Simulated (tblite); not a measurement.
C₆H₁₀N₂OSi.
Numbering: `[CH2:1]=[C:2]([O:3][CH3:4])[SiH2:5]/[N:6]=[CH:7]/[CH2:8][C:9]#[N:10]` (hydrogens: H11, H12 on C1; H13, H14, H15 on C4; H16, H17 on Si5; H18 on C7; H19, H20 on C8)

Computed with GFN2-xTB (tblite), gas phase: L-BFGS steps from a force-field or distance-geometry start until the largest atomic force falls under 0.01 eV/Å.

Step 102: E = -802.8207 eV
```
atom  x, y, z in Å  |  force x, y, z in eV/Å
C1     -2.6387   -0.4887   -0.7660    0.000  -0.022   0.003
C2     -1.5130    0.2000   -0.6324    0.005   0.010   0.015
O3     -1.1485    0.9484    0.4502   -0.016   0.005   0.029
C4     -2.0308    1.0215    1.5447   -0.009  -0.004   0.009
Si5    -0.1293    0.3446   -1.9148    0.024   0.020  -0.038
N6      1.2013   -0.4390   -1.1510    0.012   0.006   0.018
C7      2.1282   -0.0643   -0.4048   -0.031  -0.021  -0.045
C8      3.0439   -1.0734    0.2438   -0.011   0.007   0.008
C9      2.6606   -1.2166    1.6265   -0.005  -0.002   0.026
N10     2.3457   -1.3241    2.7197    0.012   0.012  -0.021
H11    -2.8168   -1.0411   -1.6683    0.008  -0.007  -0.032
H12    -3.4075   -0.5482   -0.0144   -0.013   0.018   0.023
H13    -1.5478    1.6665    2.2780   -0.024  -0.013  -0.016
H14    -2.9921    1.4545    1.2456    0.022   0.001   0.018
H15    -2.2040    0.0345    1.9864    0.024   0.008  -0.026
H16     0.0382    1.7657   -2.2424    0.003   0.001   0.007
H17    -0.3564   -0.4726   -3.1009   -0.009  -0.019   0.001
H18     2.3419    0.9801   -0.1533    0.005   0.009   0.022
H19     4.0818   -0.7329    0.2017    0.007  -0.018  -0.009
H20     2.9384   -2.0419   -0.2513   -0.002   0.008   0.010
```

Step 103: E = -802.8211 eV
```
atom  x, y, z in Å  |  force x, y, z in eV/Å
C1     -2.6375   -0.4907   -0.7664   -0.002  -0.022   0.004
C2     -1.5115    0.1975   -0.6334    0.003   0.014   0.011
O3     -1.1458    0.9448    0.4496   -0.012  -0.007   0.028
C4     -2.0285    1.0181    1.5438   -0.006   0.005   0.005
Si5    -0.1291    0.3471   -1.9160    0.030   0.018  -0.033
N6      1.2013   -0.4376   -1.1536    0.025   0.010   0.029
C7      2.1267   -0.0636   -0.4048   -0.040  -0.032  -0.052
C8      3.0394   -1.0751    0.2439   -0.013   0.007   0.007
C9      2.6605   -1.2092    1.6289    0.018   0.005  -0.031
N10     2.3481   -1.3091    2.7230   -0.003   0.006   0.035
H11    -2.8179   -1.0420   -1.6692    0.009  -0.003  -0.024
H12    -3.4039   -0.5502   -0.0123   -0.017   0.013   0.016
H13    -1.5450    1.6629    2.2770   -0.022  -0.015  -0.010
H14    -2.9875    1.4543    1.2424    0.013  -0.011   0.029
H15    -2.2030    0.0309    1.9855    0.021   0.023  -0.033
H16     0.0386    1.7698   -2.2339    0.001   0.010  -0.002
H17    -0.3524   -0.4674   -3.1042   -0.014  -0.017  -0.006
H18     2.3394    0.9801   -0.1506    0.007   0.011   0.021
H19     4.0798   -0.7429    0.1938   -0.001  -0.017  -0.002
H20     2.9232   -2.0447   -0.2465    0.003   0.003   0.009
```

Question: Estimate the geometry and energy of step 104. (The exact step hangs on the optimiser's Hessian estimate; all steps are aligned on step 103, rigid shifts and turns removed.)

Answer: E = -802.8214 eV, largest force 0.068 eV/Å
```
atom  x, y, z in Å  |  force x, y, z in eV/Å
C1     -2.6362   -0.4924   -0.7666    0.003  -0.016   0.010
C2     -1.5098    0.1954   -0.6337    0.001   0.013  -0.001
O3     -1.1434    0.9417    0.4498   -0.001  -0.013   0.018
C4     -2.0266    1.0148    1.5432   -0.003   0.010  -0.001
Si5    -0.1283    0.3498   -1.9172    0.026   0.009  -0.017
N6      1.2014   -0.4382   -1.1568   -0.007   0.001   0.002
C7      2.1250   -0.0646   -0.4067   -0.006  -0.004  -0.010
C8      3.0354   -1.0767    0.2442   -0.004   0.002  -0.020
C9      2.6605   -1.2019    1.6301   -0.011   0.007   0.067
N10     2.3488   -1.2929    2.7259    0.021   0.008  -0.036
H11    -2.8178   -1.0426   -1.6704    0.008   0.001  -0.011
H12    -3.4008   -0.5515   -0.0103   -0.016   0.006   0.001
H13    -1.5439    1.6589    2.2770   -0.011  -0.009   0.002
H14    -2.9833    1.4538    1.2400   -0.007  -0.016   0.033
H15    -2.2022    0.0276    1.9839    0.014   0.022  -0.031
H16     0.0407    1.7740   -2.2243    0.000   0.016  -0.013
H17    -0.3503   -0.4620   -3.1070   -0.017  -0.015  -0.014
H18     2.3371    0.9791   -0.1497    0.006   0.001   0.012
H19     4.0776   -0.7515    0.1867   -0.002  -0.012   0.004
H20     2.9109   -2.0475   -0.2412    0.006  -0.010   0.003
```

The energy changes by -0.0003 eV. The first-order estimate −F·Δx gives -0.0005 eV and the mean of the old and new forces, exact on a quadratic surface, -0.0003 eV. The step makes an angle of 83° with the force vector and moves no atom by more than 0.017 Å.

The cost below is that of the whole relaxation. The run took 1.1 s on one thread of an Arm Neoverse V2, no GPU, shared host with 32 logical CPUs at a one-minute load of 8.4.
